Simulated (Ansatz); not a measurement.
One change: `BC(B)O[SiH3]` becomes `BCB`.

Ansatz, PBE0-D4/def2-TZVP geometries, multiplicity 1. Each molecule was computed in one conformer, which needn't be the lowest.

```json
{"property": "LUMO energy (B3LYP/def2-TZVPP) / eV", "`BC(B)O[SiH3]`": "-2.20"}
{"property": "LUMO energy (PBE/def2-TZVPP) / eV", "`BC(B)O[SiH3]`": "-2.98"}
{"property": "HOMO energy (ωB97M-V/def2-TZVPP) / eV", "`BC(B)O[SiH3]`": "-10.35"}
{"property": "HOMO energy (PBE/def2-TZVPP) / eV", "`BC(B)O[SiH3]`": "-6.59"}
{"property": "size of the dipole moment (PBE/def2-TZVPP) / D", "`BC(B)O[SiH3]`": "0.88"}
{"property": "HOMO–LUMO gap (PBE/def2-TZVPP) / eV", "`BC(B)O[SiH3]`": "3.61"}
```

**Question.** What does the change do to each property? (An estimate is asked.)

**Answer.** The calculation gave: 
| property | `BCB` | shift |
| --- | --- | --- |
| LUMO energy (B3LYP/def2-TZVPP) / eV | -2.09 | 0.11 |
| LUMO energy (PBE/def2-TZVPP) / eV | -2.88 | 0.10 |
| HOMO energy (ωB97M-V/def2-TZVPP) / eV | -11.36 | -1.01 |
| HOMO energy (PBE/def2-TZVPP) / eV | -7.64 | -1.05 |
| size of the dipole moment (PBE/def2-TZVPP) / D | 0.86 | -0.02 |
| HOMO–LUMO gap (PBE/def2-TZVPP) / eV | 4.76 | 1.15 |

With PBE0 the HOMO falls by 1.01 eV and the LUMO rises by 0.11 eV, so the gap widens by about 1.12 eV. PBE moves the HOMO by -1.05 eV and ωB97M-V by -1.01 eV. Dipoles are sizes alone; their direction can turn.

B3LYP here is the variant with VWN-RPA as its local correlation; programs differ in this.
